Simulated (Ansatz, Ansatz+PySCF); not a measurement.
```xyz
4

O     0.0000    0.0000   -2.1389
O     0.0000    0.0000    2.1389
H    30.0000    0.0000   -2.9815
F    30.0000    0.0000    0.3313
```

Basis set: 6-31G (spherical functions). Frozen core: 3 orbitals. Correlation on ROHF uses semicanonical orbitals with singles. Charge 0, multiplicity 3.

Computed with Ansatz (development build ahead of 0.2.0); each method stands on the lowest determinant of its kind that the runs found.

(1) Give the atomization energy at this shape (free ground-state atoms in the same class of orbitals less the molecule, no zero-point energy) of triplet HO2F in separate pieces by UHF-CCSD(T), UHF-MP2, UHF, ROHF-MP2, ROHF, ROHF-CCSD(T).

Results:

(1)

| method | atomization energy |
| --- | --- |
| UHF-CCSD(T) | 0.00 eV |
| UHF-MP2 | 0.00 eV |
| UHF | 0.00 eV |
| ROHF-MP2 | -5.81 eV |
| ROHF | -6.66 eV |
| ROHF-CCSD(T) | -4.63 eV |

Caution: the determinant breaks the point group. Caution for UHF-CCSD(T), UHF-MP2: bonds are stretched, where a single reference can fail. Caution for UHF-CCSD(T), UHF-MP2, UHF: the unrestricted determinant is a mixture of spin states. Caution for ROHF-MP2, ROHF, ROHF-CCSD(T): an unrestricted determinant lies well below; the molecule lies well above its atoms at this level. Caution for ROHF-MP2: another reference gives a lower total. Caution for ROHF-MP2, ROHF-CCSD(T): large amplitudes, a single reference is doubtful.

This basis has no polarisation functions and is too small for such energies, which can lie far from measured ones in either direction.
